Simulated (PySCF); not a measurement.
CH2AlNO. Atoms are numbered in the order given.

```xyz
6

Al     0.0000     0.0000     1.7282
H      0.0000     1.3953     2.4587
H      0.0000    -1.3953     2.4587
N      0.0000     0.0000    -0.0549
C      0.0000     0.0000    -1.2589
O      0.0000     0.0000    -2.4308
```
Charge 0, spin multiplicity 1.

Geometry: B3LYP-D3(BJ)/def2-SVP.

Level of theory: PBE0/def2-TZVPD in PySCF.

| Item | Value |
|---|---|
| total energy | -411.52719 hartree |
| point group | C2v |
| highest occupied level | -8.36 eV |
| lowest empty level | -1.77 eV |
| orbital gap | 6.59 eV |
| dipole moment | 0.461 e·Å |
| quadrupole, principal values (traceless, Buckingham form, about the centre of nuclear charge) | -6.56, -1.14, 7.70 D·Å |
| mean static polarisability | 49.8 bohr³ (7.37 Å³) |
| polarisability, principal values | 36.0, 41.4, 71.9 bohr³ |
